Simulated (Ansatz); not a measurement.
Basis-set extrapolation for CH$_{5}$AlO$_{2}$Si, SMILES `[OH][Al]1[O]C[SiH2]1` (PBE0-D4/def2-TZVP geometry, frozen core, Ansatz). Multiplicity 1, RHF reference.

|  | def2-TZVPP | def2-QZVPP |
| --- | --- | --- |
| HF | -721.526402 | -721.551550 |
| MP2 correlation | -0.839832 | -0.904341 |
| CCSD(T) correlation | -0.907031 | not run |

Energies in hartree. Use E(X) = E(∞) + A·exp(−7.88·√X) for Hartree–Fock and E(X) = E(∞) + B·X^(−2.97) for correlation, with X = 3 and 4, and add CCSD(T) minus MP2 of the smaller set to the MP2 limit.

Question: What is the CCSD(T) energy at the basis-set limit?

Answer: HF limit: -721.551550 + (-0.025148) × 0.13774 = -721.55501. MP2 limit: -0.904341 + (-0.064509) × 0.74074 = -0.95213. Higher-order term: -0.907031 − (-0.839832) = -0.06720. Total: -722.57434 hartree, 370.0 kJ/mol below CCSD(T)/def2-TZVPP.
